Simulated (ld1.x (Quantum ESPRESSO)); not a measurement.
**Reading a pseudo-wave (hydrogen)**

Columns: radius, all-electron u(r) and pseudo u(r) of the 1s shell (level -12.42 eV) of hydrogen in the configuration 1s0.5; PBEsol, scalar-relativistic, PAW scheme, ld1.x (Quantum ESPRESSO) 7.5.

| r (bohr) | all-electron | pseudo |
| --- | --- | --- |
| 0.050 | 0.1006 | 0.0787 |
| 0.100 | 0.1913 | 0.1563 |
| 0.150 | 0.2727 | 0.2316 |
| 0.200 | 0.3455 | 0.3034 |
| 0.250 | 0.4104 | 0.3710 |
| 0.300 | 0.4678 | 0.4336 |
| 0.350 | 0.5184 | 0.4905 |
| 0.400 | 0.5626 | 0.5414 |
| 0.450 | 0.6011 | 0.5861 |
| 0.500 | 0.6342 | 0.6245 |
| 0.550 | 0.6624 | 0.6570 |
| 0.600 | 0.6861 | 0.6837 |
| 0.650 | 0.7056 | 0.7052 |
| 0.700 | 0.7214 | 0.7219 |
| 0.750 | 0.7337 | 0.7345 |
| 0.800 | 0.7428 | 0.7436 |
| 0.850 | 0.7492 | 0.7496 |
| 0.900 | 0.7528 | 0.7530 |
| 0.950 | 0.7542 | 0.7542 |
| 1.000 | 0.7534 | 0.7534 |
| 1.050 | 0.7508 | 0.7508 |
| 1.100 | 0.7464 | 0.7464 |
| 1.150 | 0.7404 | 0.7404 |
| 1.200 | 0.7331 | 0.7331 |
| 1.250 | 0.7246 | 0.7246 |
| 1.300 | 0.7150 | 0.7150 |

**Question.** How many radial nodes do the two functions have?

**Answer.** The all-electron 1s function has n − l − 1 = 0; the pseudo-wave has 0.

**Question.** At about which radius was the pseudo-wave matched?

**Answer.** 1.00 bohr. The columns agree to 0.0005 from 0.85 bohr on; several derivatives are matched, so the curves merge somewhat inside the radius.

**Question.** Is the pseudo-wave norm-conserving?

**Answer.** No, it belongs to a PAW set: the norm inside the radius is not constrained, and the difference is carried by the augmentation charge.
